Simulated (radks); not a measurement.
All-electron atom: Rb XXIX in [He] 2s2 2p5. Calculated with a radial shooting solver on a logarithmic mesh with Libxc functionals: Dirac Kohn-Sham, LB94 model potential, spin-unpolarised, spherical densities, finite nucleus; open shells fill j = l - 1/2 first; Fermi nuclear charge, rms radius 4.2036 fm.

Normalised radial functions P(r) = r R(r) (large component), r in bohr:

r,2p1/2
0.003642,0.0288
0.004521,0.0408
0.00561,0.0582
0.007019,0.0843
0.008711,0.1205
0.01081,0.1722
0.01342,0.2449
0.01679,0.3502
0.02083,0.4891
0.02586,0.6733
0.03209,0.9094
0.04015,1.2105
0.04983,1.5454
0.06185,1.8984
0.07676,2.2240
0.09603,2.4644
0.1192,2.5301
0.1479,2.3793
0.1851,1.9912
0.2297,1.4631
0.285,0.9100
0.3538,0.4600
0.4426,0.1726
0.5493,0.0483
0.6817,0.0091
0.8461,0.0010
1.059,0.0001
1.314,0.0000

2p1/2: eigenvalue -3325.8 eV, 0 radial nodes, <r> = 0.147 bohr, 90 % of the charge inside 0.239 bohr.
